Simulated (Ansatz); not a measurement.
Geometry optimisation, Ansatz 0.2.0, RHF/6-31G*.

Input:

```yaml
crystal:
  periodic: [false, false, false]
  atoms:
    - { symbol: Si, position_ang: [-0.067073, 0.054993, 0.109714] }
    - { symbol: O, position_ang: [-0.416185, -0.109306, 1.720301] }
    - { symbol: Si, position_ang: [-1.481063, -0.27709, 2.941288] }
    - { symbol: H, position_ang: [-2.64183, -1.081362, 2.50893] }
    - { symbol: H, position_ang: [-0.811765, -0.964572, 4.05732] }
    - { symbol: H, position_ang: [-1.957911, 1.042459, 3.393604] }
    - { symbol: H, position_ang: [1.350135, 0.40187, -0.053599] }
    - { symbol: H, position_ang: [-0.874033, 1.16846, -0.430237] }
    - { symbol: H, position_ang: [-0.417595, -1.156819, -0.644877] }
    - { symbol: P, position_ang: [1.827694, -2.631506, 1.013731] }
    - { symbol: H, position_ang: [0.589351, -3.145772, 0.611308] }
    - { symbol: H, position_ang: [2.124973, -2.003928, -0.198557] }
    - { symbol: H, position_ang: [1.303304, -1.508226, 1.680074] }
basis:
  gaussian: { orbitals: "6-31G*" }
hamiltonian:
  xc: hf
relax:
  f_tol: 0.03
  max_steps: 50
```

Command:

```bash
$ ansatz run input.yaml --threads 1 --pin off --max-ram 2048MiB --backend cpu --events-out ev --progress --plain --runs-dir out
```

Problem. Where does it end, and by what steps?

Solution. The forces met the threshold. The force dipped under the threshold on the way, but the program's further checks kept it going. After 16 steps the energy has fallen by 0.402 eV; H13 moved furthest, 1.31 Å.

```
step  energy less start (eV)  largest force component (eV/Å)  accepted
   0                  0.0000                           0.798       yes
   1                 -0.2301                           0.494       yes
   2                 -0.3280                           0.379       yes
   3                 -0.3731                           0.172       yes
   4                 -0.3395                           0.625        no
   5                 -0.3846                           0.067       yes
   6                 -0.3916                           0.155       yes
   7                 -0.3972                           0.075       yes
   8                 -0.3996                           0.045       yes
   9                 -0.4003                           0.037       yes
  10                 -0.4008                           0.043       yes
  11                 -0.4008                           0.062        no
  12                 -0.4012                           0.023       yes
  13                 -0.4015                           0.017       yes
  14                 -0.4013                           0.055        no
  15                 -0.4016                           0.013       yes
  16                 -0.4017                           0.024       yes
```

```xyz
13
Properties=species:S:1:pos:R:3
Si -0.571 0.719 -0.043
O -0.933 0.338 1.497
Si -1.654 -0.078 2.896
H -2.736 -1.049 2.645
H -0.661 -0.687 3.798
H -2.223 1.116 3.545
H 0.884 0.911 -0.173
H -1.260 1.964 -0.434
H -0.997 -0.365 -0.949
P 2.540 -3.618 1.183
H 1.277 -4.060 0.762
H 2.804 -2.857 0.035
H 2.058 -2.545 1.947
```

Whether the end is a true minimum wasn't checked by a vibrational analysis.

The run took 39 s on 1 thread of Arm Neoverse V1, with other jobs on the host, peak memory 0.18 GiB.
